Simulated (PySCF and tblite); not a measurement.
Results of a calculation; reference values are marked as such.
System: C₈H₈N₂, numbered as in [CH3:1][c:2]1[cH:3][cH:4][cH:5][c:6]2[cH:7][n:8][nH:9][c:10]12.

For the shift of H on N9 from N9 to N8: electronic barrier 54.65 kcal/mol, zero-point change -4.11 kcal/mol, thermal and entropy terms at 200 K a further -0.06 kcal/mol (symmetry numbers apart). The minimum is Cs, the saddle C1. The path came from a restrained scan, a climbing-image band and a saddle search at GFN2-xTB; energies are PBE0/pcSseg-1 + D3(BJ)//GFN2-xTB, thermal terms GFN2-xTB. Rates follow Eyring's equation with the number of equivalent paths and no tunnelling. Run with tblite and PySCF.

Question: How many equivalent paths lead out of the minimum?

Answer: 2: the symmetry number of the minimum is 1, that of the saddle displaced along its mode 1, and the displaced saddle is chiral while the minimum is not, which doubles the count.

Question: Work out the rate at 200 K.

Answer: ΔG‡ = 50.48 kcal/mol; k_B T/h = 4.2×10¹² s⁻¹; exp(−ΔG‡/RT) = 6.9×10⁻⁵⁶; times 2 gives k = 5.7×10⁻⁴³ s⁻¹.

Tunnelling of the moving H, left out here, will speed the real process. In real samples such hydrogens mostly exchange between molecules or through solvent, far faster than by this path. DFT energies on a tight-binding saddle of a bond shift can be off by several kcal/mol.
